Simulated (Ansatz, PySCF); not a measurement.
Ligands exchanged one at a time, Al CH3-SiH3. Isolated molecules, 0 K electronic values unless said otherwise. Strings in code marks are SMILES.

Quantity: vertical ionisation energy (energy after one electron is removed minus that of the parent at the parent's geometry), in eV.

Level 1: frozen-core MP2/cc-pVTZ // r2SCAN-D4/def2-TZVP (Ansatz, a program for electronic structure)
Level 2: minus the HOMO energy of B3LYP/6-31G* // r2SCAN-D4/def2-TZVP (PySCF)
Level 3: minus the HOMO energy of PBE-D3(BJ)/def2-TZVP // r2SCAN-D4/def2-TZVP (PySCF)
Level 4: minus the HOMO energy of r2SCAN-D4/def2-TZVP (PySCF)

```csv
species,level 1,level 2,level 3,level 4
`[CH3][Al]([CH3])[SiH3]`,9.21,6.78,6.05,6.28
`[SiH3][Al]([SiH3])[SiH3]`,9.21,7.03,6.31,6.54
`[CH3][Al]([SiH3])[SiH3]`,9.05,6.78,6.08,6.29
```
